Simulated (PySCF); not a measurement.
Trends in electronic spectra. Theory: PySCF 2.14.0, density-fitted response routines, TDDFT PBE0/def2-SVPD, vertical, gas phase, core orbitals frozen in the response. Geometries: GFN2-xTB; one conformer of each isolated species. Triplets are in the Tamm–Dancoff approximation. 'Strongest' means the level of largest summed f among the lowest 6 singlets; it needn't be the same kind of state in each.

Question: Rank by computed HOMO energy, highest first.
A. `C#CC1=NC(F)=C(C)C=N1`
B. `FC(F)(C=C1C=C1)F`
C. `C=Nc1cccc(C#N)c1`
D. `N#CCC#Cn1cccc1`
E. `C(C=O)(=C)C#CC(F)(F)F`

Answer: D (-6.75 eV), B (-7.03 eV), C (-7.19 eV), A (-7.63 eV), E (-8.29 eV).

| SMILES | HOMO (eV) | α (au) | first f ≥ 0.01 (nm) | strongest (eV) | f (S1) | T1 (eV) | S1 mainly |
| --- | --- | --- | --- | --- | --- | --- | --- |
| N#CCC#Cn1cccc1 | -6.75 | 104.4 | 219 | 5.82 | 0.137 | 3.92 | H-1→L (46%) |
| FC(F)(F)C=C1C=C1 | -7.03 | 59.2 | 269 | 7.17 | 0.013 | 3.50 | H→L (99%) |
| C=Nc1cccc(C#N)c1 | -7.19 | 107.7 | 297 | 6.12 | 0.067 | 3.27 | H→L (62%) |
| C#Cc1ncc(C)c(F)n1 | -7.63 | 97.5 | 240 | 5.17 | 0.000 | 3.56 | H-1→L (99%) |
| C=C(C#CC(F)(F)F)C=O | -8.29 | 79.5 | 254 | 4.88 | 0.000 | 2.87 | H→L (94%) |

H and L stand for HOMO and LUMO.

- `N#CCC#Cn1cccc1`: Löwdin shares by element: HOMO carbon 84% or more (atoms not listed hold the other 16%); LUMO carbon 50% or more (atoms not listed hold the other 50%).
- `FC(F)(F)C=C1C=C1`: Löwdin shares by element: HOMO carbon 85% or more; LUMO carbon 86% or more, hydrogen 7% or more.
- `C=Nc1cccc(C#N)c1`: Löwdin shares by element: HOMO carbon 37% or more, nitrogen 29% or more (atoms not listed hold the other 35%); LUMO carbon 44% or more, nitrogen 15% or more (atoms not listed hold the other 41%).
- `C#Cc1ncc(C)c(F)n1`: Löwdin shares by element: HOMO carbon 56% or more, nitrogen 8% or more (atoms not listed hold the other 36%); LUMO carbon 47% or more, nitrogen 14% or more (atoms not listed hold the other 39%).
- `C=C(C#CC(F)(F)F)C=O`: Löwdin shares by element: HOMO oxygen 58%, carbon 24% or more, hydrogen 8% or more; LUMO carbon 63% or more, oxygen 14% (atoms not listed hold the other 23%).
